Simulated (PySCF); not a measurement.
**Correlation energy of Cr (chromium, neutral)**

[Ar] 3d5 4s1, high-spin 7S determinant. Calculation: PySCF 2.14, in x2c-SVPall (5s3p3d1f, 36 functions); the spin-free X2C one-electron Hamiltonian (Gaussian nucleus). Frozen: [Ar]; 6 electrons correlated.

MP2 pair energies summed by pair of shells (mhartree):

```
 pair  energy  share (%)
3d-3d  -54.36       89.7
3d-4s   -6.22       10.3
```

Total MP2 correlation energy: -60.59 mhartree.

Same-spin part -60.59 and opposite-spin part 0.00 mhartree; SCS-MP2 scales them by 1/3 and 6/5 to -20.20 mhartree.
